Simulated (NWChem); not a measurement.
C2H4BFO2; SMILES B(O)(O)C(F)=C

```xyz
10

C     -1.2749    -1.4908     0.0000
C     -0.1447    -0.7870     0.0000
F      1.0473    -1.4358     0.0000
B      0.0193     0.7789     0.0000
O     -1.0858     1.5610     0.0000
O      1.2625     1.3260     0.0000
H     -1.2727    -2.5838     0.0000
H     -2.2265    -0.9574     0.0000
H     -0.8611     2.4980     0.0000
H      1.9425     0.6419     0.0000
```
Atoms are numbered in this order, from 1.

Computed with NWChem. Medium grid unless said otherwise, to which SCAN and Minnesota functionals are sensitive. All runs use the structure optimised with PBE0/def2-SVP. Total energies of different functionals are on different scales.

```csv
level,energy (Ha),highest occupied level (eV),orbital gap (eV),dipole (D)
PBE/def2-TZVP,-353.6091,-6.48,4.75,0.49
B3LYP/def2-TZVP,-354.0132,-7.51,6.48,0.44
BLYP/def2-TZVP,-353.9317,[?],4.73,0.48
M06-2X/def2-TZVP,-353.8740,-9.04,9.17,0.45
Hartree-Fock/def2-TZVP,-352.1627,-10.43,13.36,0.43
PW6B95/def2-TZVP,-354.4126,-7.84,7.10,0.46
```

Question: Fill in the missing entries.

Answer: 
- BLYP/def2-TZVP, highest occupied level (eV): -6.34
